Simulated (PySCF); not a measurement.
## Unknown compound

The spectra below were simulated for a compound C4H7F3Si.

$^{1}$H NMR (400 MHz, computed): δ 4.96 (m, 1H), 4.88 (m, 1H), 2.53 (m, 1H), 2.49 (m, 1H), 2.33 (m, 1H), 1.87 (m, 1H), 1.44 (m, 1H).

$^{13}$C{$^{1}$H} NMR (computed): δ 139.5 (C), 33.4 (CH), 22.7 (CH2), 9.2 (CH2).

A single conformation, rapidly exchanging positions averaged, no relativistic terms, no solvent. Geometry: GFN2-xTB; σ from GIAO-PBE0/pcSseg-1; PySCF 2.14.

Chemical shifts δ = σref − σ; TMS for $^{1}$H (σ = 31.72 ppm), $^{13}$C (σ = 186.93 ppm), all at this level.

**Question.** What is the structure?

**Answer.** 
The formula gives 1 degree of unsaturation (1 ring in the answer). 4 carbon signals for 4 carbons: no two carbons are equivalent. Carbon types of the structure: 1 × C, 1 × CH, 2 × CH2, leaving 2 H on heteroatoms. δC 139.5: CF3 carbon; 3 electronegative neighbours deshield it. δC 33.4: sp3 CH bonded to Si. δC 22.7: sp3 CH2 in a ring; saturated and bonded to C and H only. δC 9.2: sp3 CH2 bonded to Si; an electropositive neighbour leaves it electron-rich and shielded. δH 4.96, 4.88: hydrogen on a silicon bonded to 2 C, in a 4-membered ring. δH 2.53, 2.49: hydrogen on an sp3 CH2 in a ring. δH 1.87, 1.44: hydrogen on an sp3 CH2 bonded to Si.

The compound is `FC(F)(F)[C@@H]1CC[SiH2]1`.

The shifts were computed for this structure.

Splittings by $^{19}$F in the carbon and heteronuclear signals aren't shown, as no couplings were computed. Shifts are as computed. Against solution values, carbons near 30 ppm lie about +3 ppm off and those near 130 ppm about +5 ppm. Of 1211 compounds with measured shifts, 218 miss one by over three times the rms of a fit or turn the order of signals round; such compounds aren't used in these exercises. Multiplicities follow the n + 1 count of equivalent neighbours, as no J values were calculated; m marks all less simple cases, F and P coupling included.
